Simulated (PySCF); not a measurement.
**One molecule, many functionals**

Species: arsenic trifluoride, AsF₃.
Structure used (PBE0-D3(BJ)/def2-SVP), in Å, numbered top down from 1:
```
atom  x, y, z in Å
F1    -0.8214   -1.2349   -0.2373
As2    0.0210   -0.0152    0.6461
F3     1.5031   -0.1485   -0.2278
F4    -0.5990    1.3176   -0.2572
```

Linear-response calculations in the def2-SVPD basis (PySCF; singlets by full response, triplets Tamm–Dancoff, core orbitals frozen in the response; HF means time-dependent Hartree–Fock). 'Strongest' is the level of largest summed f among the singlets computed (10 roots, of which the last may lack a degenerate partner); it can jump between rows when another state enters that window. S1 is the lowest singlet of each run and needn't be the same state throughout; f(S1) is that of one state. Geometry: PBE0-D3(BJ)/def2-SVP; no solvent, vibrations or thermal averaging. The LDA/def2-SVPD calculation is non-relativistic and has no spin–orbit coupling, an omission that weighs most on arsenic.

| functional | kind | S1 (eV) | f(S1) | strongest (eV) | T1 (eV) | HOMO (eV) | gap (eV) | ionisation energy, ΔSCF (eV) |
| --- | --- | --- | --- | --- | --- | --- | --- | --- |
| LDA | LDA | 7.43 | 0.096 | 7.43 | 6.06 | -8.91 | 6.50 | 12.71 |
| PBE | GGA | 7.41 | 0.100 | 7.41 | 5.90 | -8.68 | 6.53 | 12.40 |
| B3LYP | global hybrid, 20% exact exchange | 7.78 | 0.140 | 7.78 | 6.10 | -9.95 | 8.37 | 12.83 |
| PBE0 | global hybrid, 25% exact exchange | 7.85 | 0.152 | 7.85 | 6.00 | -10.13 | 8.84 | 12.76 |
| BHandHLYP | global hybrid, 50% exact exchange | 8.19 | 0.195 | 8.19 | 6.16 | -11.52 | 11.07 | 13.04 |
| CAM-B3LYP | range-separated hybrid | 7.91 | 0.157 | 7.91 | 6.11 | -11.58 | 11.29 | 13.00 |
| wB97X-D | range-separated hybrid | 7.95 | 0.161 | 7.95 | 6.26 | -12.01 | 12.57 | 12.88 |
| LC-wPBE | range-separated hybrid | 7.99 | 0.165 | 7.99 | 6.01 | -12.80 | 13.81 | 12.97 |
| HF | Hartree–Fock | 8.62 | 0.274 | 8.62 | 5.89 | -13.48 | 15.41 | not settled |

S1 runs from 7.41 eV (PBE) to 8.62 eV (HF), a spread of 1.22 eV, while the orbital gap spreads over 8.9 eV. Along PBE (0%), B3LYP (20%), PBE0 (25%), BHandHLYP (50%), HF (100%) S1 rises with the share of exact exchange. −ε(HOMO) comes closest to its own ΔSCF ionisation energy with LC-wPBE (-0.17 eV) and misses most with LDA (-3.80 eV). 'Not settled' means that the ion's SCF failed to converge or may have ended in another state than the lowest.
